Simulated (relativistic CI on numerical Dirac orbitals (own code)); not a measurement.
Calculated at this level of theory: Dirac-Coulomb-Breit CI, KLI orbitals optimised for each configuration, model QED (radiative potential, 1s self-energy scaled to tabulated hydrogen-like ionisation energies), unscaled Slater integrals (own radial code, finite nucleus).

Configurations in the expansion (outside the closed core [Ar] 3d10): 4s2.4p6.4d10.4f3, 4s2.4p6.4d9.4f4, 4s2.4p6.4d10.4f2.5s, 4s2.4p6.4d10.4f2.5p, 4s2.4p5.4d10.4f4, 4s2.4p6.4d10.4f.5s2, 4s2.4p6.4d10.4f.5s.5p, 4s2.4p6.4d10.4f2.5d, 4s.4p6.4d10.4f4, 4s2.4p6.4d10.4f.5p2, 4s2.4p4.4d10.4f5, 4s2.4p6.4d10.4f.5s.5d, 4s2.4p6.4d9.4f3.5s, 4s2.4p6.4d9.4f2.5s2, 4s2.4p6.4d10.4f2.5f, 4s2.4p6.4d10.4f.5p.5d, 4s2.4p6.4d9.4f3.5p, 4s2.4p6.4d10.4f2.5g, 4s2.4p6.4d10.4f2.6s, 4s2.4p6.4d10.4f.5d2, 4s2.4p6.4d10.4f2.6p, 4p6.4d10.4f5, 4s2.4p5.4d10.4f2.5s2, 4s2.4p6.4d10.4f2.6d, 4s2.4p5.4d10.4f3.5s, 4s2.4p6.4d10.4f2.6g, 4s2.4p6.4d10.4f2.7s, 4s.4p6.4d10.4f2.5s2, 4p6.4d10.4f4.5s. Levels of other configurations are missing.

At this charge energies of transitions that change n are usually good to better than 1 %, and those within a shell (Δn = 0) to a few per cent. Terms inside the open d or f shell come out 10 to 20 % too wide with unscaled integrals.

Outline of the computed level scheme of Pb XXXIV. Lowest level of each configuration: 4s2.4p6.4d10.4f3 4I°_9/2 at 0.000 eV; 4s2.4p6.4d10.4f2.5s 4H_7/2 at 226.981 eV.

LS names give the leading component of a level, which can be under half, so a name can repeat, a term be missing and a line seem to break the LS rules.
